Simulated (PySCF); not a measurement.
Compound: C4H9P2Si (doublet state).
Geometry (GFN2-xTB, Å), atoms numbered from 1 in this order:
```
atom  x, y, z in Å
C1     3.372   -0.865   -0.548
C2     2.522   -0.416    0.196
C3     1.571    0.054    1.054
C4     0.304   -0.648    1.294
Si5   -1.008    0.099    0.080
P6    -3.043   -0.681    0.679
P7    -0.921    2.317    0.461
H8     4.111   -1.237   -1.191
H9     1.709    1.026    1.503
H10   -0.047   -0.490    2.314
H11    0.399   -1.718    1.113
H12   -0.607   -0.280   -1.290
H13   -3.637   -0.378   -0.533
H14   -2.770   -1.979    0.285
H15    0.017    2.565   -0.524
H16   -1.979    2.641   -0.371
```

The hyperfine couplings belong to this conformer and change with its torsions.

As a line formula: `C#C[CH]C[SiH](P)P` [radical].

The calculation used UKS B3LYP, pcH-1 on C H P Si, non-relativistic, mean-field spin-orbit, GIAO (PySCF 2.14.0). The structure is a single GFN2-xTB conformer in the gas phase; no vibrational or solvent corrections. A GFN2-xTB geometry isn't a minimum of the functional, and hyperfine couplings can be far from their values at a DFT geometry. The SCF solution wasn't tested for stability.

Question: The isotropic 13C couplings are +63.7, -61.8, +41.5, -23.8 MHz. Assign them to C1; C2; C3; C4.

Answer: 
```
site  a_iso (MHz)  ρ(0) (bohr⁻³)                 position  distance from C3 (Å)  spin population  largest |T| (MHz)
  C1        +41.5        +0.0370         a main spin site                  2.58            +0.52               72.9
  C2        -61.8        -0.0550           1 bond from C1                  1.36            -0.25               21.3
  C3        +63.7        +0.0568  largest spin population                  0.00            +0.73              116.8
  C4        -23.8        -0.0212           1 bond from C3                  1.47            -0.04                4.2
```

Question: The isotropic 1H couplings, averaged over equivalent nuclei, are -50.4, -39.2, +35.1, -1.2, +1.0 MHz. Assign them to H8; H9; H10/H11; H12; H13/H14/H15/H16.

Answer: 
```csv
site,a_iso (MHz),ρ(0) (bohr⁻³),position,distance from C3 (Å),bound to,spin population there,largest |T| (MHz)
H8,-39.2,-0.0088,1 bond from C1,3.63,C1,+0.52,20.0
H9,-50.4,-0.0113,1 bond from C3,1.08,C3,+0.73,27.7
H10/H11,+35.1,+0.0079,2 bonds from C3,2.12,C4,-0.04,5.8
H12,-1.2,-0.0003,3 bonds from C3,3.22,Si5,+0.06,3.1
H13/H14/H15/H16,+1.0,+0.0002,4 bonds from C3,4.57,P6/P7,+0.01,1.7
```

ρ(0) is the spin density at the nucleus and T the dipolar tensor; a_iso includes a spin–orbit part; entries for several nuclei are means. The largest Mulliken spin populations are on C3 (+0.73), C1 (+0.52) and C2 (-0.25). The angles at C3 add up to 359.7°, so it is planar; its axial dipolar tensor and the negative coupling of its proton fit spin in a p orbital normal to that plane. Main spin sites, with 60 % or more of the largest population: C1, C3; positions count bonds from the nearest.

β density exceeds α density at some nuclei, such as C2 (-0.0550), C4 (-0.0212) and H9 (-0.0113), spin density in bohr⁻³. In a single determinant that takes different orbitals for the two spins, that is spin polarisation.

Means are taken over nuclei equivalent by connectivity, which assumes that they swap fast. The 1H value of +35.1 MHz is a mean of couplings from 23.6 to 46.7 MHz in this one geometry, not an average over conformers. The 31P value of +5.5 MHz is a mean of couplings from -3.6 to 14.5 MHz in this one geometry, not an average over conformers.
